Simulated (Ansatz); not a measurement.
bis(4-fluorophenyl)iodonium, `Fc1ccc([I+]c2ccc(F)cc2)cc1`, 23 atoms. Hardware: 4 threads of Arm Neoverse V2 on a shared host.

In the def2 sets I takes a core potential; there is no spin–orbit coupling.

(1) How many basis functions does each of these Ansatz runs have, and roughly what does it cost? r2SCAN-D4/def2-SVP, charge 1 singlet, relaxation, 23 steps; PBE-D4/def2-SVP, charge 1 triplet at the geometry of the charge 1 singlet, energy, from earlier orbitals; PBE0-D4/def2-TZVP, charge 1 singlet, energy, from earlier orbitals; PBE0-D4/def2-SVP, charge 1 singlet, energy, from earlier orbitals; r2SCAN-D4/def2-TZVP, charge 1 singlet, energy and forces, from earlier orbitals; PBE0-D4/def2-SVP, charge 1 triplet at the geometry of the charge 1 singlet, energy; PBE-D4/def2-TZVP, charge 1 singlet, energy and forces, from earlier orbitals; PBE-D4/def2-SVP, charge 0 doublet, energy, from earlier orbitals; PBE-D4/def2-SVP, charge 0 doublet at the geometry of the charge 1 singlet, energy, from earlier orbitals; PBE0-D4/def2-SVP, charge 0 doublet at the geometry of the charge 1 singlet, energy; PBE0-D4/def2-SVP, charge 0 doublet, energy, from earlier orbitals; PBE-D4/def2-SVP, charge 1 singlet, energy, from earlier orbitals.

Results:

(1) Other jobs shared the machine, so times can vary by a factor of up to 3. A dash marks memory too small to be measured apart from the calling script's.

```csv
run,functions,fitting or Cholesky vectors,wall time,peak host memory (GiB)
"PBE-D4/def2-SVP, charge 1 singlet, energy, from earlier orbitals",262,2972,6 s,–
"PBE0-D4/def2-SVP, charge 1 singlet, energy, from earlier orbitals",262,3028,12 s,1.7
"PBE-D4/def2-SVP, charge 0 doublet, energy, from earlier orbitals",262,2972,12 s,–
"PBE-D4/def2-SVP, charge 0 doublet at the geometry of the charge 1 singlet, energy, from earlier orbitals",262,2972,13 s,–
"PBE-D4/def2-TZVP, charge 1 singlet, energy and forces, from earlier orbitals",532,3191,17 s,1.5
"PBE0-D4/def2-SVP, charge 0 doublet, energy, from earlier orbitals",262,2753,19 s,1.5
"r2SCAN-D4/def2-TZVP, charge 1 singlet, energy and forces, from earlier orbitals",532,3191,30 s,1.6
"PBE-D4/def2-SVP, charge 1 triplet at the geometry of the charge 1 singlet, energy, from earlier orbitals",262,2972,31 s,1.3
"PBE0-D4/def2-TZVP, charge 1 singlet, energy, from earlier orbitals",532,3242,36 s,3.4
"PBE0-D4/def2-SVP, charge 0 doublet at the geometry of the charge 1 singlet, energy",262,2753,38 s,1.7
"PBE0-D4/def2-SVP, charge 1 triplet at the geometry of the charge 1 singlet, energy",262,2753,97 s,2.4
"r2SCAN-D4/def2-SVP, charge 1 singlet, relaxation, 23 steps",262,2972,3 min,–
```
